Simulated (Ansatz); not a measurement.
Two isomers of C2H9NOSi: A = `C[SiH2]C(N)O`, B = `CC(O)N[SiH3]`.

Isolated molecules relaxed with PBE0-D4/def2-TZVP in Ansatz; ΔE leaves out vibrations. CBS: MP2 limit from def2 TZ/QZ plus the TZ coupled-cluster correction, frozen cores. Functionals use def2-TZVPP. B3LYP here is the variant with VWN-RPA as its local correlation; programs differ in this. One conformer a species, not always the lowest.

Question: Which is lower in electronic energy at CCSD(T)/CBS, and by how much? (An estimate is asked.)

Answer: Computed: B, by 45.3 kJ/mol.

Question: Give E(B) − E(A) in kJ/mol with HF/def2-TZVPP, PBE0-D4, CCSD/def2-TZVPP, PBE-D4, B3LYP, CCSD(T)/def2-TZVPP, ωB97M-V. (Estimate.)

Answer: Ansatz gave: HF/def2-TZVPP -62.0, PBE0-D4 -38.2, CCSD/def2-TZVPP -48.8, PBE-D4 -31.9, B3LYP -42.8, CCSD(T)/def2-TZVPP -46.9, ωB97M-V -41.8. None reverses the order clearly.

Largest T1 diagnostic: 0.011.

In def2-TZVPP, CCSD(T) changes the Hartree–Fock value by +15.1 kJ/mol (the triples alone add +2.0 kJ/mol) and MP2 by +13.3 kJ/mol. From PBE to PBE0 (25 % exact exchange), in def2-TZVPP and without D4, E(B) − E(A) moves by −6.4 kJ/mol.
